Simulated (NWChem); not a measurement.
CH3Cl2OV; SMILES [CH3][V](=[O])([Cl])[Cl]

No frequency run checked for a minimum.

Question: Give the equilibrium geometry at PBE0/def2-SVP (NWChem) as an XYZ file, with the point group.

Answer: point group Cs; any orientation.
```
8

V      0.2407     0.1250     0.0000
O      1.1389     1.3671     0.0000
Cl    -0.8572    -0.0316     1.8327
Cl    -0.8572    -0.0316    -1.8327
C      1.5625    -1.3524     0.0000
H      2.1806    -1.2510     0.9050
H      0.9883    -2.2917     0.0000
H      2.1806    -1.2510    -0.9050
```
